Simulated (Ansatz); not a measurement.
PBE exchange is replaced step by step with exact exchange (0 % is PBE, 25 % PBE0; no dispersion term), basis def2-SVP, Ansatz. System: Sn(OAc)Me3 (C5H12O2Sn). Total charge 0; singlet. Geometry: r2SCAN-D4/def2-SVP.

Geometry of the singlet:

Cartesian coordinates in Å:
```
Sn 0.6231 -0.3027 -0.5697
O -0.1816 0.0991 1.3377
C -1.3489 0.6531 1.1190
C -2.1159 1.0320 2.3578
O -1.7708 0.8402 -0.0220
H -3.0813 1.4774 2.0909
H -1.5220 1.7413 2.9539
H -2.2675 0.1399 2.9840
C 0.9623 1.5723 -1.5577
H 0.0535 1.8737 -2.0948
H 1.8099 1.4964 -2.2547
H 1.1957 2.3319 -0.7970
C -0.6254 -1.7648 -1.5237
H -0.0373 -2.3850 -2.2161
H -1.4375 -1.2588 -2.0619
H -1.0607 -2.4135 -0.7492
C 2.4599 -1.1694 0.1535
H 2.2390 -2.0464 0.7794
H 3.0088 -0.4326 0.7582
H 3.0964 -1.4841 -0.6876
```

In the def2 sets Sn takes a core potential; there is no spin–orbit coupling.

```csv
exact exchange (%),HOMO (eV),LUMO (eV),gap (eV)
10,-6.42,0.07,6.48
15,-6.75,0.28,7.03
25,-7.40,0.71,8.11
40,-8.33,1.27,9.60
```

Fit a straight line to the column «gap (eV)» against the share of exact exchange and predict its value at 0 %.

With x = exact exchange (%) and y = gap (eV): mean x = 22.5, mean y = 7.805; Σ(x − x̄)(y − ȳ) = 54.55, Σ(x − x̄)² = 525; slope b = 0.1039, intercept a = ȳ − b·x̄ = 5.467. The residuals of the fitted rows reach 0.05. At x = 0 the line gives 5.467 + (0.1039 × 0) = 5.47; the run gave 5.39, 0.08 less than the line.
